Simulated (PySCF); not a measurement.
C3H11NSi2 (charge +1 and doublet state).
Structure used (GFN2-xTB), in Å, numbered top down from 1:
```
atom  x, y, z in Å
C1     2.4835   -0.2574   -0.3804
Si2    0.9598    0.2012    0.6341
C3    -0.4097   -1.2580    0.3195
C4    -1.7469   -0.6833    0.2098
Si5   -1.6731    1.2024   -0.4960
N6    -0.0266    1.4693   -0.0362
H7     2.9077   -1.2073   -0.0653
H8     2.2617   -0.3265   -1.4442
H9     3.2567    0.4965   -0.2552
H10    1.0679    0.3429    2.0846
H11   -0.2628   -1.8668    1.2054
H12   -0.0905   -1.7816   -0.5745
H13   -2.3682   -1.1660   -0.5384
H14   -2.2624   -0.6214    1.1623
H15   -2.6477    1.9717    0.2653
H16   -1.8295    1.1099   -1.9443
H17    0.3732    2.3863   -0.1564
```

The hyperfine couplings belong to this conformer and change with its torsions.

The species is `C[Si@@H]1CC[SiH2][NH+]1` [radical] (charge +1).

The calculation used PySCF 2.14.0, UKS B3LYP, pcH-1 on C H N Si, non-relativistic, mean-field spin-orbit, GIAO. Isolated species at its GFN2-xTB geometry (one conformer only). A GFN2-xTB geometry isn't a minimum of the functional, and hyperfine couplings can be far from their values at a DFT geometry, by a factor of two or more for some ions and for spin on atoms past the first row. Stability of the SCF solution: not tested.

Question: Where do the isotropic ENDOR lines of N6, H13, H11, H10, H16, H14, H17, H7/H8/H9, H12 and H15 fall at 1208.6 mT, to first order?

Answer: ν± = |νn ± a/2|, one line for each electron-spin manifold; νn = |g_N| × 7.62259 MHz/T × B.

```csv
nuclei,isotope,g_N,νn (MHz),a_iso (MHz),lower line (MHz),upper line (MHz)
N6,14N,0.4038,3.72,2.02,2.71,4.73
H13,1H,5.5857,51.46,121.01,9.05,111.96
H11,1H,5.5857,51.46,110.42,3.75,106.67
H10,1H,5.5857,51.46,94.73,4.09,98.82
H16,1H,5.5857,51.46,86.41,8.25,94.66
H14,1H,5.5857,51.46,15.29,43.81,59.10
H17,1H,5.5857,51.46,-13.10,44.91,58.01
H7/H8/H9,1H,5.5857,51.46,9.65,46.63,56.29
H12,1H,5.5857,51.46,7.96,47.48,55.44
H15,1H,5.5857,51.46,-4.99,48.96,53.96
```

Question: Which pairs are centred on the nuclear Larmor frequency, and which on half the coupling?

Answer: Centred on νn, since |a| < 2νn: N6, H10, H16, H14, H17, H7/H8/H9, H12 and H15. Centred on |a|/2 and split by 2νn: H13 and H11.

Question: At what field would the lower line of N6 fall to zero frequency?

Answer: Where νn = |a|/2, that is B = 1.01 MHz/(0.4038 × 7.62259 MHz/T) = 328 mT, as far as first order holds there.

Means are taken over nuclei equivalent by connectivity, which assumes that they swap fast. The three 1H nuclei of mean +9.7 MHz run from -0.3 to 28.3 MHz in the frozen geometry.

The SMILES draws the unpaired electron on N6; the largest computed Mulliken spin population is on C3 (0.26 against 0.12).
